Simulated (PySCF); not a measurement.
**Property card for `c1ccc(CS)o1`**

Species: C5H6OS.
Z-matrix (Å and degrees, PBE0-D3(BJ)/def2-TZVP geometry), rows numbered from 1:
```
S 
C   1  1.8271
C   2  1.4724  1  114.28
C   3  1.3565  2  133.55  1  -105.93
C   4  1.4268  3  106.47  2   179.00
C   5  1.3524  4  105.98  3    -0.10
O   6  1.3533  5  110.41  4     0.20
H   1  1.3416  2   95.92  3   -61.65
H   2  1.0898  1  105.03  3  -119.75
H   2  1.0912  1  108.73  3   124.94
H   4  1.0784  3  126.06  2    -0.93
H   5  1.0780  4  127.55  3   180.00
H   6  1.0771  5  133.53  4   179.79
```

Structural features include: aromatic ring with oxygen and thiol.

**PBE0-D3(BJ)/def2-TZVP geometry optimisation, gas phase (PySCF)**

- Point group: C1
- Rotational constants A, B, C: 6.087, 1.298, 1.186 GHz

From B97-2/pcSseg-2 ground state and GIAO shieldings, non-relativistic (PySCF):

- Dipole moment: 1.58 D
- HOMO energy: -6.28 eV
- LUMO energy: -0.26 eV
- HOMO–LUMO gap: 6.02 eV
- 13C chemical shifts (computed TMS as zero) by class: 161.9 (C3), 148.3 (C6), 117.0 (C5), 112.4 (C4), 28.2 (C2) ppm
- 1H chemical shifts (computed TMS as zero) by class: 7.51 (H13), 6.51 (H12), 6.29 (H11), 3.66 (H9/H10), 2.40 (H8) ppm
- Isotropic shieldings of nuclei other than C and H, by class: 29 (O7), 554 (S1) ppm

Monoisotopic mass from the formula: 114.0139 u.

With B = h/(8π²I), that is 505.379 GHz u Å² over I, the principal moments of inertia are 83.0, 389.2 and 426.2 u Å² (most abundant isotopes). The dipole equals about 5.3 × 10⁻³⁰ C·m (1 D = 3.33564 × 10⁻³⁰ C·m). The rotational constants make it an asymmetric top with κ = (2B − A − C)/(A − C) = -0.95, nearer the prolate limit (−1).

Geometry: PBE0-D3(BJ)/def2-TZVP, one conformer, isolated molecule. NMR classes are plain means over equivalent atoms (diastereotopic ones count apart unless rotation or inversion swaps them), as if these changed places fast; in this geometry the members of some classes differ.
